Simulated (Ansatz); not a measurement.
`SC[SiH]1CN1` + PH₃ → `P[SiH]1CN1` + CH₃SH  (ligand exchange at the Si–C bond)

Calculated with Ansatz (gas phase, PBE0-D4/def2-TZVP geometries, no zero-point term in ΔE). CCSD(T)/CBS is the MP2 limit (def2-TZVPP, def2-QZVPP) plus CCSD(T) − MP2 in def2-TZVPP, frozen cores. This one scheme is used for every species. Functionals use def2-TZVPP. One conformer a species, not always the lowest.

(1) Is it downhill or uphill in electronic energy at CCSD(T)/CBS, and by how much? (Estimate.)

(2) What do these levels give: r2SCAN-D4, ωB97M-V, MP2/def2-TZVPP, HF/def2-QZVPP, MP2/def2-QZVPP, CCSD/CBS(def2)? (An estimate is asked.)

Largest T1 diagnostic among the species: 0.014.

Answers

(1) Computed: Downhill: ΔE = -17.7 kJ/mol.

(2) Ansatz gave: r2SCAN-D4 -21.1, ωB97M-V -14.5, MP2/def2-TZVPP -15.0, HF/def2-QZVPP -19.6, MP2/def2-QZVPP -16.2, CCSD/CBS(def2) -17.8 kJ/mol.

The D4 term adds +4.1 kJ/mol with B3LYP and +2.4 kJ/mol with PBE0; it sums over pairs of atoms, weighted by their polarisabilities, and B3LYP, whose exchange is more repulsive, gets the larger term. In def2-TZVPP, CCSD(T) changes the Hartree–Fock value by +3.7 kJ/mol (the triples alone add +0.1 kJ/mol) and MP2 by +4.4 kJ/mol.

B3LYP here is the variant with VWN-RPA as its local correlation; programs differ in this.
